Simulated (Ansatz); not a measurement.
Ansatz (an electronic-structure program) input (PBE0/def2-TZVP):

Ansatz 0.2 input:
```yaml
crystal:
  periodic: [false, false, false]
  atoms:
    - {symbol: Si, position_ang: [-0.56981430, -0.02181329, 0.08145698]}
    - {symbol: N, position_ang: [1.12697520, 0.05923931, -0.21112593]}
    - {symbol: H, position_ang: [-1.13323203, 1.33097718, -0.13339325]}
    - {symbol: H, position_ang: [-1.15113505, -0.98739093, -0.87946352]}
    - {symbol: H, position_ang: [-0.97257916, -0.45818568, 1.44712261]}
    - {symbol: H, position_ang: [1.67885888, 0.79243351, 0.20576627]}
    - {symbol: H, position_ang: [1.66666114, -0.78712318, -0.30254830]}
basis:
  gaussian:
    orbitals: def2-TZVP
hamiltonian:
  xc: {name: PBE0}
relax: {f_tol: 0.003, max_steps: 100}
```

End of the output:

```
0.16 GiB of the device are held for the grids
0.28 GiB of device memory are held for the factors and their scratch space
mean field: 0.31 GiB planned
mean field -9445.25517952 eV, -347.1067256236 hartree, gradient 1.2e-5 eV, S^2 0.000000; 1 other end points of the search recorded, 0 dependent functions left out
the calculation of the forces begins
reference -9445.25520650 eV, -347.1067266150 hartree; 13, 13 occupied and 85, 85 virtual orbitals, 643 factors
Total energy: -9445.25520650 eV, -347.1067266150 hartree
Atom 0 at    -0.565102    -0.021206     0.079455 Å, force    -0.000785     0.000085    -0.000245 eV/Å
Atom 1 at     1.126827     0.062345    -0.220772 Å, force     0.000322     0.000024    -0.000084 eV/Å
Atom 2 at    -1.134254     1.334406    -0.134679 Å, force     0.000295     0.000139     0.000220 eV/Å
Atom 3 at    -1.152199    -0.989412    -0.882503 Å, force     0.000292    -0.000245     0.000096 eV/Å
Atom 4 at    -0.965333    -0.459379     1.450655 Å, force     0.000252     0.000028    -0.000093 eV/Å
Atom 5 at     1.673987     0.789269     0.211601 Å, force    -0.000191    -0.000391    -0.000068 eV/Å
Atom 6 at     1.661808    -0.787887    -0.295942 Å, force    -0.000185     0.000360     0.000174 eV/Å
Dipole moment:     0.260301    -0.037853     0.111378 e Å
```
